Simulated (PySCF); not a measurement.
CH₃AlF₂, SMILES [CH3][Al]([F])[F] (connectivity only; charge and spin as stated), charge +1, multiplicity 2. Atoms are numbered in the order given.

```xyz
7

Al    -0.0077     0.3090     0.0000
C      0.0033    -1.8905     0.0000
H      1.1087    -1.8563     0.0000
H     -0.5079    -2.1016    -0.9500
H     -0.5079    -2.1016     0.9500
F     -0.0007     0.7436    -1.5706
F     -0.0007     0.7436     1.5706
```
Charge +1, spin multiplicity 2.

Coordinates come from a TPSSh-D3(BJ)/def2-SVP optimisation. The spin state was assumed, not searched. The isomer is the one that the SMILES or the coordinates give; other isomers of the formula were not compared.

Two levels are set side by side: PBE/pcH-1 (PySCF) and PBE0/pcH-1 (PySCF). Contact hyperfine couplings, same geometry. Differences are taken from unrounded values.

```tsv
quantity	PBE0
A(iso) of 27Al, atom Al1 (MHz)	268.5
A(iso) of 13C, atom C2 (MHz)	51.5
A(iso) of 1H, atom H3 (MHz)	-2.5
A(iso) of 1H, atom H4 (MHz)	-30.4
A(iso) of 1H, atom H5 (MHz)	-30.4
A(iso) of 19F, atom F6 (MHz)	34.5
A(iso) of 19F, atom F7 (MHz)	34.5
```

Task: What does PBE give, and how far is it from PBE0? (The exact figures need the calculation; the answer reports its results.)

Result: 
| quantity | PBE | PBE minus PBE0 |
|---|---|---|
| A(iso) of 27Al, atom Al1 (MHz) | 253.1 | -15.4 |
| A(iso) of 13C, atom C2 (MHz) | 48.2 | -3.3 |
| A(iso) of 1H, atom H3 (MHz) | 1.8 | 4.3 |
| A(iso) of 1H, atom H4 (MHz) | -24.8 | 5.6 |
| A(iso) of 1H, atom H5 (MHz) | -24.8 | 5.6 |
| A(iso) of 19F, atom F6 (MHz) | 20.2 | -14.4 |
| A(iso) of 19F, atom F7 (MHz) | 20.2 | -14.4 |

Rough cost on one machine, each run with all the roots and properties that it gave: PBE0 against PBE within a factor of 2.
